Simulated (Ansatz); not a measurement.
Reactions of ClFH4HfN2, SMILES `[NH2][Hf]([NH2])([F])[Cl]`.

Computed with Ansatz on PBE0-D4/def2-TZVP structures; ΔE is electronic, products minus reactants. CBS: MP2 limit from def2 TZ/QZ plus the TZ coupled-cluster correction, frozen cores. This one scheme is used for every species. Functionals use def2-TZVPP. Elements past krypton have def2 core potentials. For Br, Ge, Hf, W outer-core shells are correlated without core-valence functions, which leaves a few kJ/mol of doubt a bond. Scalar relativity is left out up to krypton. Each species was taken in one conformer, which may not be the lowest.

| reaction | CCSD(T)/CBS(def2) (eV) |
| --- | --- |
| `[NH2][Hf]([NH2])([F])[Cl]` + H₂O → `[NH2][Hf]([NH2])([OH])[F]` + HCl | 0.43 |
| `[NH2][Hf]([NH2])([F])[Cl]` + `OB(Cl)Cl` → `[NH2][Hf]([F])([Cl])[Cl]` + `NB(O)Cl` | ? |
| `[NH2][Hf]([NH2])([F])[Cl]` + `[GeH3][Br]` → `[NH2][Hf]([F])([Cl])[Br]` + `[NH2][GeH3]` | -0.18 |
| `[NH2][Hf]([NH2])([F])[Cl]` + `[O]=[W]([OH])([F])([F])[Cl]` → `[NH2][Hf]([NH2])([OH])[Cl]` + `[O]=[W]([F])([F])([F])[Cl]` | 0.22 |

Task: Fill in the missing values. (Best estimate.)

Result: Computed: `[NH2][Hf]([NH2])([F])[Cl]` + `OB(Cl)Cl` → `[NH2][Hf]([F])([Cl])[Cl]` + `NB(O)Cl`: -1.34 eV.

Largest T1 diagnostic: 0.021, for `[O]=[W]([OH])([F])([F])[Cl]`.
